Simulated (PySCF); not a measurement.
ClH₂Si, SMILES [SiH2]Cl (connectivity only; charge and spin as stated), charge +1, multiplicity 1.

Geometry optimised at B3LYP-D3(BJ)/def2-TZVP. The multiplicity is an assumed one; other spin states were not compared. The isomer is the one that the SMILES or the coordinates give; other isomers of the formula were not compared.

Calculation: CAM-B3LYP/def2-TZVPD (PySCF).

Symmetry labels are those of the subgroup C2v that the program uses (full group C2v).

Computed valence orbital energies around the gap with their symmetry:
```tsv
orbital	symmetry	energy (eV)
HOMO−7	A1	-110.17
HOMO−6	B2	-110.09
HOMO−5	A1	-32.14
HOMO−4	A1	-23.70
HOMO−3	A1	-19.63
HOMO−2	B2	-19.59
HOMO−1	B1	-18.15
HOMO	B2	-17.34
LUMO	B1	-8.43
LUMO+1	A1	-5.65
LUMO+2	A1	-4.59
LUMO+3	A1	-3.49
```
